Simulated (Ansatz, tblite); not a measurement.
Cost and result up the ladder for the cluster Si₂F₃⁻ (5 atoms). Charge -1, multiplicity 1. Geometry: PBE-D4/def2-SVPD.

```xyz
5

Si   -0.595   -0.052   -0.069
Si    1.510    0.220   -0.847
F    -1.419   -0.259    1.408
F     2.422    0.174    0.644
F    -1.919   -0.083   -1.136
```

Ansatz on 4 threads of Intel Xeon Platinum 8488C on a shared host; xTB runs through tblite on one thread. Times are rough, summed over both states, and most runs start from the orbitals of an earlier one. PBE0-D4/def2-TZVPD serves as the yardstick here, not as an exact answer. The other state is a doublet.

The xTB rows come from tblite. The structure comes from a short search, and lower isomers may exist.

Raw xTB energies of ions are shifted by several eV.

| level | functions | wall time | vertical IE (eV) | difference from PBE0-D4/def2-TZVPD (eV) | remarks |
| --- | --- | --- | --- | --- | --- |
| GFN1-xTB | 30 | 0.007 s | 5.88 | 3.66 | – |
| GFN2-xTB | 30 | 0.009 s | 4.97 | 2.74 | – |
| PBE-D4/def2-TZVPD | 206 | 2.9 s | 2.19 | -0.03 | HOMO above zero (-1 singlet) |
| PBE0-D4/def2-TZVPD | 206 | 4.8 s | 2.23 | 0.00 | – |
| r2SCAN-D4/def2-TZVPD | 206 | 5 s | 2.19 | -0.03 | HOMO above zero (-1 singlet) |
